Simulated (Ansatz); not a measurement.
A nudged elastic band was laid between two geometries of BrH + FH6N3Zr (13 atoms, charge 0, multiplicity 1).

These are results of Ansatz 0.2.0, RKS PBE/def2-SVP, not measurements.

```
movable images  : 7
climbing image  : yes
spring          : 5.0 eV/Å²
optimiser       : quadratic models (default)
start path      : through a guess of the saddle point
force threshold : 0.05 eV/Å
iteration limit : 60
end points      : relaxed
```

First end point:

```xyz
13
Properties=species:S:1:pos:R:3
Zr 0.038 0.086 -0.116
F -0.098 0.136 1.867
N 1.982 -0.042 -0.726
H 2.684 -0.656 -0.294
H 2.460 0.541 -1.422
N -0.745 1.766 -0.969
H -1.464 1.824 -1.698
H -0.592 2.715 -0.603
N -0.960 -1.514 -0.882
H -1.896 -1.757 -0.525
H -0.653 -2.254 -1.521
Br -3.149 -0.610 2.318
H -1.735 -0.234 2.367
```

Last end point:

```xyz
13
Properties=species:S:1:pos:R:3
Zr -0.491 -0.116 -0.064
F 0.106 1.137 1.983
N 1.536 -0.300 -0.044
H 2.127 -0.891 -0.639
H 2.129 0.172 0.651
N -1.026 1.579 -1.048
H -2.009 1.873 -1.140
H -0.433 2.323 -1.433
N -1.007 -1.572 -1.387
H -0.946 -2.581 -1.199
H -1.430 -1.451 -2.315
Br -2.052 -0.811 2.023
H -0.631 0.639 2.409
```

Which bonds break or form, and what moves?

Bonds broken: Br12–H13. Bonds formed: Zr1–Br12, F2–H13. BrH + FH6N3Zr becomes BrFH7N3Zr.

What energy profile does the band end with?

The forces met the threshold. The highest image is number 4 of 0 to 8, 11.5 kJ/mol above the first end and 17.3 kJ/mol above the last; the last end lies 5.8 kJ/mol below the first. The profile has 2 maxima (images 1, 4) with wells between them (image 3): this band takes more than one step, which may be the mechanism or a detour left from its start path. A vibrational analysis at the climbing image gives one clearly imaginary mode, 134i cm⁻¹: a first-order saddle point. The orbitals stay closed-shell, which can raise the energy where a bond breaks towards radicals; this wasn't checked here.

```json
{"image": "0", "path coordinate (Å)": "0.00", "energy (kJ/mol)": "0.0", "Br12–H13 (Å)": "1.46", "Zr1–Br12 (Å)": "4.07", "F2–H13 (Å)": "1.75"}
{"image": "1", "path coordinate (Å)": "1.31", "energy (kJ/mol)": "11.0", "Br12–H13 (Å)": "1.46", "Zr1–Br12 (Å)": "4.19", "F2–H13 (Å)": "1.75"}
{"image": "2", "path coordinate (Å)": "2.61", "energy (kJ/mol)": "6.3", "Br12–H13 (Å)": "1.46", "Zr1–Br12 (Å)": "4.30", "F2–H13 (Å)": "1.75"}
{"image": "3", "path coordinate (Å)": "3.92", "energy (kJ/mol)": "0.3", "Br12–H13 (Å)": "1.46", "Zr1–Br12 (Å)": "4.14", "F2–H13 (Å)": "1.76"}
{"image": "4", "path coordinate (Å)": "5.23", "energy (kJ/mol)": "11.5", "Br12–H13 (Å)": "1.63", "Zr1–Br12 (Å)": "3.06", "F2–H13 (Å)": "1.26"}
{"image": "5", "path coordinate (Å)": "5.92", "energy (kJ/mol)": "5.0", "Br12–H13 (Å)": "1.88", "Zr1–Br12 (Å)": "2.82", "F2–H13 (Å)": "1.04"}
{"image": "6", "path coordinate (Å)": "6.62", "energy (kJ/mol)": "0.9", "Br12–H13 (Å)": "1.96", "Zr1–Br12 (Å)": "2.76", "F2–H13 (Å)": "1.01"}
{"image": "7", "path coordinate (Å)": "7.31", "energy (kJ/mol)": "-3.5", "Br12–H13 (Å)": "2.00", "Zr1–Br12 (Å)": "2.73", "F2–H13 (Å)": "1.00"}
{"image": "8", "path coordinate (Å)": "8.01", "energy (kJ/mol)": "-5.8", "Br12–H13 (Å)": "2.07", "Zr1–Br12 (Å)": "2.70", "F2–H13 (Å)": "0.99"}
```

What is the geometry of the highest image?


```xyz
13
Properties=species:S:1:pos:R:3
Zr -0.258 -0.034 0.010
F -0.030 -0.038 2.128
N 1.734 0.001 -0.406
H 2.258 -0.634 -1.017
H 2.402 0.658 0.020
N -0.919 1.584 -1.029
H -1.847 1.995 -0.862
H -0.398 2.183 -1.677
N -0.852 -1.716 -0.962
H -0.735 -2.668 -0.589
H -1.434 -1.777 -1.806
Br -2.785 0.311 1.710
H -1.264 0.134 2.275
```

Time of the run: 4.9 min on 4 threads of Arm Neoverse V2 (shared host), peak memory 0.25 GiB.
